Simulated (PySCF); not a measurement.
B3LYP has the VWN-RPA correlation part, as in Gaussian. Delta-SCF ions had no search for a lower state. Excitations are Tamm–Dancoff values on a coarser integration grid. The basis has no diffuse functions, so Rydberg states are missing or too high.

## H$_{3}$AlS$_{3}$, SMILES `[SH][Al]([SH])[SH]` (charge 0, multiplicity 1)

Level of theory: B3LYP-D3(BJ)/def2-TZVP in PySCF.

```json
{
  "HOMO": "-7.45 eV",
  "dipole_moment": "1.51 D",
  "HOMO–LUMO gap": "6.56 eV",
  "LUMO": "-0.89 eV",
  "S1 excitation (TDA)": "5.49 eV",
  "S1 oscillator strength": "0.000",
  "T1 excitation (TDA)": "5.25 eV",
  "S1–T1 gap (TDA)": "0.24 eV",
  "vertical ionisation energy (Delta-SCF)": "9.50 eV",
  "total_energy": "-1439.0860 Ha",
  "cost": "roughly 110 core-seconds"
}
```

```xyz
7

S     -1.3658    -1.7930     0.3237
Al     0.1752    -0.2616     0.0949
S      2.2395    -0.8865     0.4234
S     -0.2367     1.8200    -0.4341
H     -2.3790    -0.9509     0.0566
H      2.7337     0.3364     0.1590
H     -1.5661     1.6442    -0.5279
```
Charge 0, spin multiplicity 1.
